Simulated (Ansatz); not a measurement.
Input and output for C2H4ClInSi (`C#[C][In]([SiH3])[Cl]`).

```yaml
crystal:
  periodic: [false, false, false]
  atoms:
    - {symbol: C, position_ang: [-2.150763, 2.396129, 0.383882]}
    - {symbol: C, position_ang: [-1.155014, 1.710850, 0.358526]}
    - {symbol: In, position_ang: [0.513223, 0.467348, 0.283969]}
    - {symbol: Si, position_ang: [0.811183, -1.927430, -0.537860]}
    - {symbol: Cl, position_ang: [2.409868, 1.527830, 1.154920]}
    - {symbol: H, position_ang: [-3.022346, 3.010377, 0.412013]}
    - {symbol: H, position_ang: [2.229260, -2.154442, -0.910688]}
    - {symbol: H, position_ang: [-0.066913, -2.180783, -1.709166]}
    - {symbol: H, position_ang: [0.431492, -2.849890, 0.564415]}
basis:
  gaussian: {orbitals: def2-mTZVPP}
hamiltonian: {xc: {name: rPW86-PBE}}
scf: {lower_state_search: full}
output: {forces: true}
```

```sh
$ ansatz run in.yaml --threads 4 --pin off --events-out ev --progress --plain --max-ram 10444MiB
```

It prints (some lines left out):

```
Functional definition: rPW86-PBE
1470 factors; their error is unknown
mean field evaluation 1: about -27732.4062 eV, gradient 6.3e1 eV
mean field evaluation 2: about -27643.2334 eV, gradient 1.5e2 eV
mean field evaluation 4: about -27739.8544 eV, gradient 3.6e1 eV
mean field evaluation 8: about -27742.9345 eV, gradient 2.4e-1 eV
mean field evaluation 16: about -27742.9159 eV, gradient 1.2e-3 eV
mean field -27742.91586346 eV, -1019.5333531585 hartree, gradient 1.6e-5 eV, S^2 0.000000; 0 other end points of the search recorded, 0 dependent functions left out
reference -27742.91601064 eV, -1019.5333585672 hartree; 34, 34 occupied and 114, 114 virtual orbitals, 1470 factors
Total energy: -27742.91601064 eV, -1019.5333585672 hartree
Atom 0 at    -2.150763     2.396129     0.383882 Å, force    -0.789545     0.535551     0.017749 eV/Å
Atom 1 at    -1.155014     1.710850     0.358526 Å, force     0.404737    -0.253853    -0.001733 eV/Å
Atom 2 at     0.513223     0.467348     0.283969 Å, force    -0.169121    -0.405133    -0.204392 eV/Å
Atom 3 at     0.811183    -1.927430    -0.537860 Å, force     0.021765    -0.186618    -0.068141 eV/Å
Atom 4 at     2.409868     1.527830     1.154920 Å, force     0.606462     0.340192     0.280359 eV/Å
Atom 5 at    -3.022346     3.010377     0.412013 Å, force    -0.083335     0.063288     0.003382 eV/Å
Atom 6 at     2.229260    -2.154442    -0.910688 Å, force     0.060564    -0.019341    -0.018323 eV/Å
Atom 7 at    -0.066913    -2.180783    -1.709166 Å, force    -0.038083    -0.021425    -0.052843 eV/Å
Atom 8 at     0.431492    -2.849890     0.564415 Å, force    -0.013444    -0.052661     0.043941 eV/Å
Dipole moment:    -0.412995    -0.396155    -0.255303 e Å
```

It took 4.1 s on 4 threads of an Arm Neoverse V1 on a shared host, with 0.27 GiB of host memory at the peak.
